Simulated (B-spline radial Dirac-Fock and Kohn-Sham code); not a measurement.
**What relativity does to the binding energies of Ir²⁶⁺**

System: Ir²⁶⁺ in the configuration 1s2 2s2 2p6 3s2 3p6 3d10 4s2 4p6 4d10 4f5.

Both columns are ΔSCF binding energies of the configuration average from a radial atomic solver: non-relativistic Hartree-Fock with a point nucleus, and Dirac-Fock with a finite nucleus and the Coulomb interaction alone, averaged over the two j levels with weights 2j+1.

```tsv
shell	Hartree-Fock (eV)	Dirac-Fock (eV)	shift (eV)	shift (%)
1s	70605.9	77371.6	+6765.65	+9.58
2s	12536.4	14343.4	+1807.01	+14.41
2p	12049.6	12656.4	+606.81	+5.04
3s	3600.1	4053.9	+453.89	+12.61
3p	3373.2	3545.4	+172.24	+5.11
3d	2955.3	2938.6	-16.76	-0.57
4s	1368.0	1497.3	+129.24	+9.45
4p	1267.6	1317.6	+50.06	+3.95
4d	1083.8	1082.9	-0.89	-0.08
4f	857.7	846.1	-11.56	-1.35
```

Relativity binds 1s, 2s, 2p, 3s, 3p, 4s, 4p more strongly, among those listed most of all 2s in relative terms, and 3d, 4d, 4f more weakly, because the contracted s and p shells screen the nucleus better.

Values without a named source are computed, but for edge energies of neutral atoms, which are taken from tables.
